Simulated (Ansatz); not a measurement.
**Question.** Name a neutral molecule of B, C, O and H with size of the dipole moment (B3LYP/def2-TZVPP) between 2.35 and 2.65 D and zero-point energy (PBE0-D4/def2-TZVP) between 264 and 280 kJ/mol (Ansatz, PBE0-D4/def2-TZVP geometry).

**Answer.** `BC(B)(C)O` (2.48 D, 265.8 kJ/mol). Other molecules can fit too; these were computed, each in one conformer that needn't be the lowest.

B3LYP here is the variant with VWN-RPA as its local correlation; programs differ in this.
